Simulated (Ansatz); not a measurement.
Consider the cleavage of the B–B bond: `BB(F)OC` + HCl → `COB(F)Cl` + BH₃.

Computed with Ansatz on PBE0-D4/def2-TZVP structures; ΔE is electronic, products minus reactants. CCSD(T)/CBS is the MP2 limit (def2-TZVPP, def2-QZVPP) plus CCSD(T) − MP2 in def2-TZVPP, frozen cores. This one scheme is used for every species. Functionals use def2-TZVPP. One conformer a species, not always the lowest.

`BB(F)OC`:

Z-matrix (Å, degrees):
```
C
O 1 1.410
H 1 1.097 2 112.4
H 1 1.092 2 109.2 3 120.4
H 1 1.092 2 109.3 3 -120.5
B 2 1.348 1 121.1 3 1.0
F 6 1.337 2 115.5 1 -180.0
B 6 1.696 2 125.8 1 -0.0
H 8 1.198 6 122.0 2 -90.1
H 8 1.198 6 121.9 2 90.6
```

HCl:

Cartesian coordinates in Å:
```
Cl -0.404 0.283 -0.407
H 0.404 -0.283 0.407
```

`COB(F)Cl`:

```xyz
8

C     0.101   -0.892    0.665
O     0.069    0.515    0.531
B    -0.096    1.191   -0.605
F    -0.106    2.510   -0.552
Cl   -0.303    0.433   -2.186
H    -0.756   -1.205    1.262
H     1.018   -1.164    1.189
H     0.072   -1.390   -0.305
```

BH₃:

```xyz
4

B     0.000    0.000    0.000
H     0.711    0.329   -0.900
H    -1.033   -0.554   -0.227
H     0.322    0.225    1.127
```

Question: Is it downhill or uphill in electronic energy at CCSD(T)/CBS, and by how much? (Best estimate.)

Answer: The calculation gave: Downhill: ΔE = -102.1 kJ/mol.

Question: What do these levels give: PBE-D4, CAM-B3LYP-D4, BHLYP, CAM-B3LYP, RPA@PBE/def2-TZVPP, HF/def2-QZVPP? (Best estimate.)

Answer: Ansatz gave: PBE-D4 -95.9, CAM-B3LYP-D4 -102.9, BHLYP -106.7, CAM-B3LYP -102.2, RPA@PBE/def2-TZVPP -100.2, HF/def2-QZVPP -112.6 kJ/mol.

Largest T1 diagnostic among the species: 0.013.

From BLYP to BHLYP (50 % exact exchange), in def2-TZVPP and without D4, ΔE moves by −8.5 kJ/mol. At CCSD(T), def2-SVP lies −12.5 kJ/mol from the extrapolated value and def2-TZVPP −0.2 kJ/mol. Leaving LDA and LC-ωPBE aside and taking each functional with its dispersion term where it has one, the values, not all of them listed here, spread over 12.1 kJ/mol, from BHLYP-D4 to PBE-D4.
